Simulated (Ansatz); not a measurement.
(AgCl)2 ring (Ag₂Cl₂) was relaxed with PBE0-D4 (def2-SVP) in Ansatz in these states: charge +1 doublet, neutral singlet. The geometries follow in no particular order.

In the def2 sets Ag takes a core potential; there is no spin–orbit coupling.

A:

```xyz
4

Ag    0.615    0.480    1.208
Cl    1.083   -1.741    0.140
Ag   -0.614   -0.479   -1.209
Cl   -1.084    1.741   -0.140
```

B:

| atom | x (Å) | y (Å) | z (Å) |
| --- | --- | --- | --- |
| Ag1 | 1.233 | -0.993 | -0.460 |
| Cl2 | -1.079 | -1.446 | 0.228 |
| Ag3 | -1.233 | 0.993 | 0.460 |
| Cl4 | 1.079 | 1.446 | -0.228 |

**Question.** Judge from the bond lengths which geometry belongs to which state (an estimate).

**Answer.** A is the neutral singlet (Ag1–Ag3 2.876 Å, Ag1–Cl4 2.509 Å, Cl2–Ag3 2.509 Å); B is the charge +1 doublet (Ag1–Ag3 3.297 Å, Ag1–Cl4 2.454 Å, Cl2–Ag3 2.454 Å).
